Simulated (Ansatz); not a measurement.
Consider the isomerisation: `C=C1CC1[SiH3]` → `C#CC[SiH2]C`.

Isolated molecules relaxed with PBE0-D4/def2-TZVP in Ansatz; ΔE leaves out vibrations. CCSD(T)/CBS is the MP2 limit (def2-TZVPP, def2-QZVPP) plus CCSD(T) − MP2 in def2-TZVPP, frozen cores. One conformer a species, not always the lowest.

| species | MP2/def2-TZVPP energy (Eh) |
| --- | --- |
| `C=C1CC1[SiH3]` | -445.83673 |
| `C#CC[SiH2]C` | -445.86122 |

(1) Work out ΔE.

Largest T1 diagnostic among the species: 0.011.

Answers

(1) ΔE = (-445.86122) − (-445.83673) = -0.02449 Eh = -15.4 kcal/mol. CCSD(T)/CBS gives -14.9 kcal/mol.
